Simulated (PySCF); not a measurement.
A side-by-side comparison of computed properties.

First species: C₆H₁₀O₂.
SMILES: `CC(C)COC=C=O`

Second species: C₄H₉F₃SSi₂.
Cartesian coordinates in Å at the GFN2-xTB level; atoms count from 1:
```xyz
19
C4H9F3SSi2 angstrom
C      3.0305   -1.5851   -1.0947
C      2.2021   -0.9833   -0.2614
S      1.5631    0.6375   -0.5638
Si     0.1754    0.7810    1.0592
C     -1.1595   -0.5552    1.0564
Si    -2.1075   -0.8238   -0.5995
C     -0.7218    2.4793    0.8074
F     -1.7903    2.5730    1.6303
F      0.0592    3.5346    1.0981
F     -1.1967    2.6852   -0.4338
H      3.3500   -1.1124   -2.0064
H      3.4145   -2.5684   -0.8862
H      1.8731   -1.4343    0.6601
H      0.9012    0.9472    2.3215
H     -1.8888   -0.3201    1.8320
H     -0.7077   -1.5042    1.3453
H     -1.1420   -1.2196   -1.6258
H     -2.8165    0.3982   -0.9608
H     -3.0482   -1.9204   -0.3551
```

Levels: PBE0/pcSseg-1 for dipole moment, HOMO energy, LUMO energy and HOMO–LUMO gap; GFN2-xTB for rotational constant A and rotational constant C. Geometries: GFN2-xTB. Each species is one conformer at its optimised geometry, gas phase, non-relativistic unless stated; the electronic structure was computed with PySCF and density fitting.

Dipoles, sizes and rotational constants follow the conformer. The torsions of the flexible species, by atom-mapped SMILES:
- `[CH3:1][CH:2]([CH3:3])[CH2:4][O:5][CH:6]=[C:7]=[O:8]`: C1–C2–C4–O5 173°, C2–C4–O5–C6 179°, C4–O5–C6–C7 2°
- `[CH2:1]=[CH:2][S:3][Si@H:4]([CH2:5][SiH3:6])[C:7]([F:8])([F:9])[F:10]`: C1–C2–S3–Si4 174°, C2–S3–Si4–C5 -59°, S3–Si4–C5–Si6 -50°, S3–Si4–C7–F8 169°

Values for the first species:

```
Dipole moment         : 1.32 D
HOMO energy           : -6.13 eV
LUMO energy           : -1.61 eV
HOMO–LUMO gap         : 4.52 eV
Rotational constant A : 4.267 GHz
Rotational constant C : 0.848 GHz
```

Task: Estimate the same properties for the second species, and the change in each.

Result: 
```tsv
property	first	second	second less first
dipole moment	1.32 D	3.54 D	+2.22 D
HOMO energy	-6.13 eV	-6.92 eV	-0.79 eV
LUMO energy	-1.61 eV	-0.34 eV	+1.27 eV
HOMO–LUMO gap	4.52 eV	6.58 eV	+2.06 eV
rotational constant A	4.267 GHz	1.009 GHz	-3.258 GHz
rotational constant C	0.848 GHz	0.442 GHz	-0.406 GHz
```

On the first: The dipole matches unit charges of opposite sign 0.27 Å apart (1 e·Å = 4.8032 D).

On the second: The dipole equals about 11.8 × 10⁻³⁰ C·m (1 D = 3.33564 × 10⁻³⁰ C·m). A dipole of 3.54 D is allowed in C1, and pure rotational transitions are dipole-allowed.
